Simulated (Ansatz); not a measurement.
C₂H₇InO₂ (`C[O][In]([CH3])[OH]`), 12 atoms. Total charge 0; spin multiplicity 1. Correlated methods include outer-core shells of In, which these sets cover unevenly. In: def2 effective core potential. All runs use 4 threads of an Intel Xeon Platinum 8259CL on a shared host. Correlated methods freeze the cores.

**Question.** How many basis functions does each run have, and how long does it take in Ansatz? RKS PBE0-D4/def2-TZVP relaxation (40 steps); RKS ωB97M-V/def2-QZVPP energy; RKS ωB97M-V/def2-SVP energy; RHF-MP2/def2-QZVPP energy; RKS PBE0-D4/def2-QZVPP energy; RKS PBE-QIDH (frozen core)/def2-TZVPP energy; RHF-CCSD(T)/def2-SVP energy; RHF-CCSD(T)/def2-TZVPP energy; direct RPA on PBE orbitals/def2-TZVPP energy; RKS HSE06 (plane-wave form)-D4/def2-TZVPP energy; RKS PBE0-D4/def2-TZVPP energy; RKS B97M-V/def2-TZVPP energy. (An estimate is asked.)

**Answer.** Computed: Other jobs shared the machine, so times are rough.

| level | job | functions | wall time | peak host memory (GiB) |
| --- | --- | --- | --- | --- |
| RKS PBE0-D4/def2-TZVPP | energy | 272 | 5.5 s | 0.73 |
| RKS ωB97M-V/def2-SVP | energy | 117 | 5.5 s | 0.48 |
| RKS HSE06 (plane-wave form)-D4/def2-TZVPP | energy | 272 | 6.5 s | 0.77 |
| RKS PBE-QIDH (frozen core)/def2-TZVPP | energy | 272 | 9 s | 0.79 |
| direct RPA on PBE orbitals/def2-TZVPP | energy | 272 | 10 s | 0.78 |
| RKS B97M-V/def2-TZVPP | energy | 272 | 12 s | 0.47 |
| RHF-CCSD(T)/def2-SVP | energy | 117 | 14 s | 0.78 |
| RKS PBE0-D4/def2-QZVPP | energy | 520 | 14 s | 1.9 |
| RKS ωB97M-V/def2-QZVPP | energy | 520 | 26 s | 2.3 |
| RHF-MP2/def2-QZVPP | energy | 520 | 34 s | 3.4 |
| RKS PBE0-D4/def2-TZVP | relaxation (40 steps) | 216 | 3 min | 0.65 |
| RHF-CCSD(T)/def2-TZVPP | energy | 272 | 5 min | 8.2 |
